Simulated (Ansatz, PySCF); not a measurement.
Molecule: C2H7GeO (charge 0, doublet). SMILES: [CH2]C[O][GeH3]
Geometry from a B3LYP-D3(BJ)/def2-TZVP (Ansatz, a first-principles code) optimisation:
```xyz
11

C     -2.9186     0.0628     0.0988
C     -1.5557    -0.4555     0.3355
O     -0.5978     0.3928    -0.2786
Ge     1.1412     0.0272    -0.0582
H     -3.0555     1.0937    -0.1924
H     -3.7803    -0.5520     0.3174
H     -1.4708    -1.4856    -0.0489
H     -1.3591    -0.5272     1.4229
H      1.8679     1.1297    -0.8338
H      1.4725     0.0591     1.4482
H      1.4357    -1.3755    -0.6285
```
Charge 0, spin multiplicity 2.

Property: size of the dipole moment, in D. Set-up: open shells spin-unrestricted; spin-orbit terms left out; dispersion terms only where a functional's name holds one; six Cartesian d functions in 6-31G* and its kin unless marked 5d; non-relativistic; LANL2DZ with its own core potentials from Na on. First-principles rows: single points at B3LYP-D3(BJ) geometries (Ansatz).

```tsv
level	program	size of the dipole moment (D)
SVWN5/6-31G* with LANL2DZ past Ar	Ansatz	1.39
PBE/STO-3G	Ansatz	0.95
PBE/3-21G	Ansatz	1.37
PBE/LANL2DZ	Ansatz	1.87
PBE/6-31G*	Ansatz	1.23
PBE/6-31G* with LANL2DZ past Ar	Ansatz	1.30
BLYP/6-31G* with LANL2DZ past Ar	Ansatz	1.29
BP86/def2-SVP	PySCF	1.22
B3LYP/3-21G	Ansatz	1.46
B3LYP/6-31G	Ansatz	1.73
B3LYP/6-31G*	Ansatz	1.30
B3LYP/def2-SVP	Ansatz	1.30
B3LYP/6-31G* with LANL2DZ past Ar	Ansatz	1.38
PBE0/6-31G* with LANL2DZ past Ar	Ansatz	1.41
```

No value to compare with is used here. The 14 habitual levels span 0.95 (PBE/STO-3G) to 1.87 D (PBE/LANL2DZ).

The levels are drawn from those run, B3LYP/6-31G* more often than the rest, none by its result; left out are runs that failed, that the program found above a lower state of the same kind, or whose <S^2> lies over 0.5 above the pure value.
